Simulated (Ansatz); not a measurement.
Start from `[O]=[Mo]([F])([Cl])([Cl])[Cl]` and change one atom or group to get `C[O][Mo](=[O])([Cl])([Cl])[Cl]`.

Ansatz, PBE0-D4/def2-TZVP geometries, multiplicity 1. Each molecule was computed in one conformer, which needn't be the lowest.

Elements past krypton have def2 core potentials.

| property | `[O]=[Mo]([F])([Cl])([Cl])[Cl]` |
| --- | --- |
| size of the dipole moment (PBE/def2-TZVPP) / D | 0.51 |
| size of the dipole moment (B3LYP/def2-TZVPP) / D | 0.63 |
| HOMO energy (ωB97M-V/def2-TZVPP) / eV | -11.39 |
| HOMO–LUMO gap (B3LYP/def2-TZVPP) / eV | 3.36 |
| LUMO energy (PBE0/def2-TZVPP) / eV | -5.44 |
| HOMO energy (PBE/def2-TZVPP) / eV | -7.87 |

Give the same properties after the change, and the shifts. (An estimate is asked.)

Computed: 
| property | `C[O][Mo](=[O])([Cl])([Cl])[Cl]` | shift |
| --- | --- | --- |
| size of the dipole moment (PBE/def2-TZVPP) / D | 3.57 | 3.06 |
| size of the dipole moment (B3LYP/def2-TZVPP) / D | 3.57 | 2.94 |
| HOMO energy (ωB97M-V/def2-TZVPP) / eV | -10.81 | 0.58 |
| HOMO–LUMO gap (B3LYP/def2-TZVPP) / eV | 3.60 | 0.24 |
| LUMO energy (PBE0/def2-TZVPP) / eV | -4.57 | 0.87 |
| HOMO energy (PBE/def2-TZVPP) / eV | -7.24 | 0.63 |

With PBE0 the HOMO rises by 0.63 eV and the LUMO rises by 0.87 eV, so the gap widens by about 0.24 eV. PBE moves the HOMO by 0.63 eV and ωB97M-V by 0.58 eV. The zero-point energy changes by 104.4 kJ/mol with +12 modes. Dipoles are sizes alone; their direction can turn.

B3LYP here is the variant with VWN-RPA as its local correlation; programs differ in this.
